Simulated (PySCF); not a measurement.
# 4-bromocumene (SMILES CC(C)c1ccc(Br)cc1)

Geometry (Å), atoms numbered from 1 in this order:
```xyz
21

C    -2.6369    1.0969   -0.2922
C    -1.9355   -0.1683   -0.7852
C    -2.6063   -1.4284   -0.2390
C    -0.4550   -0.1436   -0.4703
C     0.4977   -0.1536   -1.4930
C     1.8641   -0.1307   -1.2185
C     2.2902   -0.0971    0.1062
Br    4.1374   -0.0655    0.4964
C     1.3646   -0.0865    1.1489
C     0.0053   -0.1098    0.8523
H    -3.6974    1.0969   -0.5890
H    -2.1651    2.0017   -0.7035
H    -2.6002    1.1711    0.8065
H    -2.0252   -0.1926   -1.8847
H    -3.6664   -1.4662   -0.5346
H    -2.5679   -1.4556    0.8617
H    -2.1128   -2.3380   -0.6126
H     0.1655   -0.1799   -2.5347
H     2.5945   -0.1389   -2.0293
H     1.7079   -0.0601    2.1845
H    -0.7108   -0.1011    1.6783
```

Theory: quadratic response CAM-B3LYP/def2-SVPD first hyperpolarisability, Taylor convention, gas phase (PySCF 2.14.0). Geometry: PBE0-D3(BJ)/def2-SVP.

The calculation is non-relativistic, which matters for the atoms heavier than Zn.

(1) Give the tensor of the static β(0;0,0) in the axes of these coordinates.

Results:

(1) In au, Taylor convention; rows are the first index (the induced dipole):
|  | xx | yy | zz | xy | xz | yz |
| --- | --- | --- | --- | --- | --- | --- |
| x | +19.6 | -22.9 | -27.5 | +1.2 | +17.9 | +0.2 |
| y | +1.2 | -1.1 | -0.6 | -22.9 | +0.2 | -4.1 |
| z | +17.9 | -4.1 | -23.2 | +0.2 | -27.5 | -0.6 |

Norm of βᵢ = ⅓ Σⱼ (βᵢⱼⱼ + βⱼᵢⱼ + βⱼⱼᵢ): 32.2 au, hyper-Rayleigh value 25.1 au.
